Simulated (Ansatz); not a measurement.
Mulliken charges of CH5BO2Si, SMILES `O=C[SiH2]BO` from PBE/def2-TZVPP in Ansatz (PBE0-D4/def2-TZVP geometry).

```json
{"atom": "O1", "x (Å)": "-1.154", "y (Å)": "-1.040", "z (Å)": "1.229", "charge (e)": "-0.240"}
{"atom": "C2", "x (Å)": "-1.466", "y (Å)": "-0.060", "z (Å)": "0.582", "charge (e)": "0.083"}
{"atom": "Si3", "x (Å)": "-0.174", "y (Å)": "0.808", "z (Å)": "-0.565", "charge (e)": "0.063"}
{"atom": "B4", "x (Å)": "1.537", "y (Å)": "-0.281", "z (Å)": "-0.344", "charge (e)": "0.089"}
{"atom": "O5", "x (Å)": "1.511", "y (Å)": "-1.334", "z (Å)": "0.484", "charge (e)": "-0.199"}
{"atom": "H6", "x (Å)": "-2.511", "y (Å)": "0.313", "z (Å)": "0.674", "charge (e)": "0.067"}
{"atom": "H7", "x (Å)": "-0.100", "y (Å)": "2.227", "z (Å)": "-0.113", "charge (e)": "-0.042"}
{"atom": "H8", "x (Å)": "-0.765", "y (Å)": "0.813", "z (Å)": "-1.934", "charge (e)": "-0.042"}
{"atom": "H9", "x (Å)": "2.567", "y (Å)": "-0.037", "z (Å)": "-0.910", "charge (e)": "-0.001"}
{"atom": "H10", "x (Å)": "0.637", "y (Å)": "-1.459", "z (Å)": "0.900", "charge (e)": "0.223"}
```

By hand: the dipole of these point charges (1 e Å = 4.8032 D).

Σ q r = (-0.012, 0.104, -0.076) e Å, of length 0.129 e Å = 0.62 D.

How does the dipole of the full density compare? (Estimate.)

Ansatz gave: (-0.309, 0.285, -0.109) e Å, 2.09 D; the point charges give 0.30 times that, at 42° from its direction.

Point charges leave out the atoms' own dipoles, such as those of lone pairs, and Mulliken's split depends on the basis, so the two needn't agree.
